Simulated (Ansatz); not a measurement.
The cluster Ge₂O₄⁻, relaxed as a doublet with UKS PBE-D4/def2-SVPD in Ansatz, starting from the GFN2-xTB geometry. Force threshold 0.02 eV/Å.

The relaxation made no stability test and no search for a lower SCF solution. The structure comes from a short search, and lower isomers may exist.

Start:

```xyz
6

Ge    0.069    1.140   -0.266
Ge   -0.290   -1.563   -0.121
O     1.081   -0.131   -0.765
O    -1.296    0.236    0.188
O     0.116   -2.399    1.213
O     0.319    2.717   -0.249
```

| step | energy (eV) | largest force component (eV/Å) | SCF passes |
| --- | --- | --- | --- |
| 1 | -121182.4343 | 3.641 | 21 |
| 2 | -121182.8596 | 1.167 | 29 |
| 3 | -121182.9029 | 1.245 | 30 |
| 4 (rejected) | -121182.5692 | 2.076 | 37 |
| 5 | -121182.9833 | 0.454 | 30 |
| 6 (rejected) | -121182.9809 | 0.446 | 32 |
| 7 | -121183.0012 | 0.140 | 25 |
| 8 | -121183.0026 | 0.056 | 25 |
| 9 | -121183.0028 | 0.021 | 24 |
| 10 | -121183.0029 | 0.004 | 25 |

Force components are those of the run's own axes.

End:

```xyz
6

Ge    0.0856    1.2023   -0.2496
Ge   -0.2814   -1.4816   -0.1315
O     1.1168   -0.1966   -0.6623
O    -1.2681    0.1713    0.2939
O     0.0685   -2.5512    1.1525
O     0.2786    2.8558   -0.4030
```

By distances, no bond broke or formed. The bond that changes most is Ge2–O3, from 2.08 to 1.97 Å (atoms count from 1).

No frequencies were taken in this run, so the end may be a saddle point.

Run time 29 s (4 threads of Arm Neoverse V1 on a shared host).
